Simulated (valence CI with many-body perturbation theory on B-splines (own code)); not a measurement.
## E1 transitions of Ir⁷⁰⁺

Calculated by relativistic CI+MBPT: five valence electrons over a frozen Dirac-Fock core [He], a basis of 11 s, 11 p, 10 d, 8 f, 5 g, 2 h functions for each j, with the one-electron correlation potential Σ1 (screened to all orders), the two-electron term Σ2, the three-electron term Σ3, Breit, model QED; selected single and double excitations, second order for the rest, scaled by the run's own slope (own B-spline code, finite nucleus).

The last digits are not significant, and no measured levels were compared; by estimate large intervals hold to a few tenths of a per cent, small ones and those within an open d or f shell to about a per cent. Among the levels kept, up to 7600 cm⁻¹ of a level comes from second order outside the variational space, and about a tenth of that is noise between levels of different J, which matters for small intervals.

Lines 51 to 100 of 600 in falling wavelength, among levels below 1059.5 Ry, chosen from the strongest by gf and those to the six lowest levels. Wavelengths and rates use the calculated energies. Electric multipoles are in the length gauge with retardation, E1 and E2 with the static RPA response of the core. Weak lines are less certain than strong ones. Lines between different terms over intervals too small for the method are left out, as are lines whose strength nearly cancels. The highest levels of a list are the least certain.

Levels are named by their leading jj configuration (3d3/2^4 stands for four electrons in 3d with j = 3/2), which in mixed levels can hold well under half, so a name can repeat and another be missing. Letters in brackets count levels of one name in rising energy.

| λ vac (Å) | Upper | Lower | A (s⁻¹) | S (a.u.) with core polarisation | S without |
| --- | --- | --- | --- | --- | --- |
| 27.33 | (2p1/2^2 2p3/2^2 3p3/2) J=7/2 | (2s 2p1/2 2p3/2^2 3p3/2) J=9/2 | 1.23e+11 | 9.88e-03 | 9.89e-03 |
| 26.96 | (2s 2p1/2^2 2p3/2^2) J=3/2 | (2s^2 2p1/2 2p3/2^2) J=5/2 | 9.16e+10 | 3.54e-03 | 3.55e-03 |
| 25.67 | (2s 2p1/2^2 2p3/2^2) J=3/2 | (2s^2 2p1/2 2p3/2^2) J=3/2 | 2.88e+10 | 9.62e-04 | 9.64e-04 |
| 21.69 | (2s 2p1/2 2p3/2^2 3d5/2) J=3/2 [a] | (2s 2p1/2 2p3/2^2 3p1/2) J=1/2 [c] | 3.07e+11 | 6.20e-03 | 6.20e-03 |
| 21.48 | (2s 2p1/2 2p3/2^2 3d3/2) J=7/2 [b] | (2s 2p1/2 2p3/2^2 3p1/2) J=5/2 [b] | 5.80e+11 | 2.27e-02 | 2.27e-02 |
| 21.46 | (2s^2 2p1/2 2p3/2 3d3/2) J=5/2 [b] | (2s^2 2p1/2 2p3/2 3p1/2) J=3/2 [b] | 7.50e+11 | 2.19e-02 | 2.19e-02 |
| 21.43 | (2s 2p1/2 2p3/2^2 3d3/2) J=3/2 [e] | (2s 2p1/2 2p3/2^2 3p1/2) J=3/2 [d] | 4.85e+11 | 9.43e-03 | 9.43e-03 |
| 21.39 | (2s 2p1/2 2p3/2^2 3p3/2) J=3/2 [a] | (2s 2p1/2 2p3/2^2 3s) J=5/2 [b] | 3.74e+11 | 7.23e-03 | 7.23e-03 |
| 21.35 | (2s 2p1/2 2p3/2^2 3d3/2) J=5/2 [f] | (2s 2p1/2 2p3/2^2 3p1/2) J=3/2 [d] | 5.73e+11 | 1.65e-02 | 1.65e-02 |
| 21.30 | (2s 2p1/2 2p3/2^2 3d3/2) J=5/2 [b] | (2s 2p1/2 2p3/2^2 3p1/2) J=5/2 [b] | 9.45e+11 | 2.71e-02 | 2.71e-02 |
| 21.30 | (2s 2p1/2 2p3/2^2 3p3/2) J=5/2 [a] | (2s 2p1/2 2p3/2^2 3s) J=3/2 [a] | 8.30e+11 | 2.37e-02 | 2.37e-02 |
| 21.25 | (2s^2 2p1/2 2p3/2 3d3/2) J=3/2 [b] | (2s^2 2p1/2 2p3/2 3p1/2) J=3/2 [b] | 8.55e+11 | 1.62e-02 | 1.62e-02 |
| 21.23 | (2s 2p1/2 2p3/2^2 3p3/2) J=7/2 [b] | (2s 2p1/2 2p3/2^2 3s) J=5/2 [b] | 7.69e+11 | 2.90e-02 | 2.90e-02 |
| 21.17 | (2s 2p1/2 2p3/2^2 3d3/2) J=3/2 [f] | (2s 2p1/2 2p3/2^2 3p1/2) J=3/2 [d] | 3.70e+11 | 6.93e-03 | 6.93e-03 |
| 21.04 | (2s 2p1/2 2p3/2^2 3d3/2) J=3/2 [b] | (2s 2p1/2 2p3/2^2 3p1/2) J=5/2 [b] | 1.28e+12 | 2.36e-02 | 2.36e-02 |
| 21.02 | (2s 2p1/2 2p3/2^2 3p3/2) J=3/2 [e] | (2s 2p1/2 2p3/2^2 3s) J=1/2 [c] | 8.24e+11 | 1.51e-02 | 1.51e-02 |
| 21.01 | (2s 2p1/2 2p3/2^2 3d3/2) J=1/2 [e] | (2s 2p1/2 2p3/2^2 3p1/2) J=1/2 [c] | 8.15e+11 | 7.46e-03 | 7.46e-03 |
| 21.00 | (2s^2 2p1/2 2p3/2 3d3/2) J=5/2 [a] | (2s^2 2p1/2 2p3/2 3p1/2) J=5/2 | 2.50e+11 | 6.86e-03 | 6.86e-03 |
| 20.98 | (2s 2p1/2 2p3/2^2 3p3/2) J=1/2 [a] | (2s 2p1/2 2p3/2^2 3s) J=3/2 [a] | 1.88e+12 | 1.72e-02 | 1.72e-02 |
| 20.90 | (2s^2 2p1/2 2p3/2 3p3/2) J=3/2 [a] | (2s^2 2p1/2 2p3/2 3s) J=3/2 [b] | 8.46e+11 | 1.52e-02 | 1.52e-02 |
| 20.90 | (2s 2p1/2^2 2p3/2 3p3/2) J=3/2 [a] | (2s 2p1/2^2 2p3/2 3s) J=3/2 [a] | 1.50e+12 | 2.70e-02 | 2.70e-02 |
| 20.88 | (2s 2p1/2 2p3/2^2 3p3/2) J=1/2 [c] | (2s 2p1/2 2p3/2^2 3s) J=1/2 [c] | 1.65e+12 | 1.48e-02 | 1.48e-02 |
| 20.87 | (2s^2 2p1/2 2p3/2 3d3/2) J=1/2 [b] | (2s^2 2p1/2 2p3/2 3p1/2) J=3/2 [b] | 1.08e+12 | 9.72e-03 | 9.72e-03 |
| 20.86 | (2p1/2^2 2p3/2^2 3p3/2) J=5/2 | (2p1/2^2 2p3/2^2 3s) J=3/2 | 8.40e+11 | 2.26e-02 | 2.26e-02 |
| 20.83 | (2s 2p1/2 2p3/2^2 3p3/2) J=5/2 [c] | (2s 2p1/2 2p3/2^2 3s) J=3/2 [d] | 5.56e+11 | 1.49e-02 | 1.49e-02 |
| 20.82 | (2p1/2^2 2p3/2^2 3p3/2) J=1/2 | (2p1/2^2 2p3/2^2 3s) J=3/2 | 1.73e+12 | 1.54e-02 | 1.54e-02 |
| 20.78 | (2s 2p1/2 2p3/2^2 3p3/2) J=7/2 [c] | (2s 2p1/2 2p3/2^2 3s) J=5/2 [c] | 1.96e+12 | 6.96e-02 | 6.96e-02 |
| 20.78 | (2s 2p1/2^2 2p3/2 3d3/2) J=5/2 [a] | (2s 2p1/2^2 2p3/2 3p1/2) J=5/2 | 7.41e+11 | 1.97e-02 | 1.97e-02 |
| 20.78 | (2s 2p1/2^2 2p3/2 3d3/2) J=3/2 [b] | (2s 2p1/2^2 2p3/2 3p1/2) J=3/2 [b] | 5.46e+11 | 9.67e-03 | 9.68e-03 |
| 20.78 | (2s^2 2p3/2^2 3p3/2) J=5/2 | (2s^2 2p3/2^2 3s) J=3/2 | 9.78e+11 | 2.60e-02 | 2.60e-02 |
| 20.76 | (2s 2p1/2^2 2p3/2 3d3/2) J=5/2 [a] | (2s 2p1/2^2 2p3/2 3p1/2) J=3/2 [a] | 6.45e+11 | 1.71e-02 | 1.71e-02 |
| 20.74 | (2s^2 2p3/2^2 3p3/2) J=1/2 | (2s^2 2p3/2^2 3s) J=3/2 | 2.05e+12 | 1.81e-02 | 1.81e-02 |
| 20.73 | (2s 2p1/2^2 2p3/2 3d3/2) J=3/2 [b] | (2s 2p1/2^2 2p3/2 3p1/2) J=1/2 | 7.17e+11 | 1.26e-02 | 1.26e-02 |
| 20.72 | (2s 2p1/2 2p3/2^2 3d3/2) J=1/2 [b] | (2s 2p1/2 2p3/2^2 3p1/2) J=1/2 [b] | 7.03e+11 | 6.18e-03 | 6.18e-03 |
| 20.72 | (2s 2p1/2 2p3/2^2 3d3/2) J=5/2 [a] | (2s 2p1/2 2p3/2^2 3p1/2) J=5/2 [a] | 7.64e+11 | 2.01e-02 | 2.01e-02 |
| 20.60 | (2s^2 2p3/2^2 3d3/2) J=3/2 [a] | (2s^2 2p3/2^2 3p1/2) J=3/2 | 1.12e+12 | 1.92e-02 | 1.92e-02 |
| 20.60 | (2s^2 2p3/2^2 3d3/2) J=5/2 | (2s^2 2p3/2^2 3p1/2) J=5/2 | 7.55e+11 | 1.96e-02 | 1.96e-02 |
| 20.60 | (2s^2 2p3/2^2 3d3/2) J=7/2 | (2s^2 2p3/2^2 3p1/2) J=5/2 | 1.43e+12 | 4.95e-02 | 4.95e-02 |
| 20.59 | (2s 2p1/2 2p3/2^2 3d3/2) J=3/2 [c] | (2s 2p1/2 2p3/2^2 3p1/2) J=1/2 [a] | 1.23e+12 | 2.13e-02 | 2.13e-02 |
| 20.59 | (2s 2p1/2 2p3/2^2 3p3/2) J=5/2 [c] | (2s 2p1/2 2p3/2^2 3s) J=3/2 [b] | 1.36e+12 | 3.52e-02 | 3.52e-02 |
| 20.58 | (2s^2 2p1/2 2p3/2 3d3/2) J=3/2 [a] | (2s^2 2p1/2 2p3/2 3p1/2) J=3/2 [a] | 5.60e+11 | 9.63e-03 | 9.63e-03 |
| 20.57 | (2s 2p1/2^2 2p3/2 3p3/2) J=5/2 [b] | (2s 2p1/2^2 2p3/2 3s) J=3/2 [b] | 1.88e+12 | 4.84e-02 | 4.84e-02 |
| 20.57 | (2s 2p1/2^2 2p3/2 3d3/2) J=5/2 [b] | (2s 2p1/2^2 2p3/2 3p1/2) J=3/2 [b] | 1.43e+12 | 3.68e-02 | 3.68e-02 |
| 20.57 | (2s 2p1/2 2p3/2^2 3d3/2) J=7/2 [c] | (2s 2p1/2 2p3/2^2 3p1/2) J=5/2 [c] | 1.36e+12 | 4.69e-02 | 4.69e-02 |
| 20.56 | (2s 2p1/2 2p3/2^2 3p3/2) J=3/2 [d] | (2s 2p1/2 2p3/2^2 3s) J=3/2 [d] | 3.75e+11 | 6.44e-03 | 6.44e-03 |
| 20.56 | (2s 2p1/2^2 2p3/2 3d3/2) J=3/2 [a] | (2s 2p1/2^2 2p3/2 3p1/2) J=3/2 [a] | 1.14e+12 | 1.96e-02 | 1.96e-02 |
| 20.54 | (2s^2 2p1/2 2p3/2 3d3/2) J=5/2 [a] | (2s^2 2p1/2 2p3/2 3p1/2) J=3/2 [a] | 1.14e+12 | 2.93e-02 | 2.93e-02 |
| 20.54 | (2s^2 2p3/2^2 3d3/2) J=3/2 [b] | (2s^2 2p3/2^2 3p1/2) J=1/2 | 1.38e+12 | 2.37e-02 | 2.37e-02 |
| 20.53 | (2s^2 2p3/2^2 3d3/2) J=5/2 | (2s^2 2p3/2^2 3p1/2) J=3/2 | 6.67e+11 | 1.71e-02 | 1.71e-02 |
| 20.53 | (2s^2 2p1/2^2 3d3/2) J=3/2 | (2s^2 2p1/2^2 3p1/2) J=1/2 | 1.43e+12 | 2.43e-02 | 2.43e-02 |
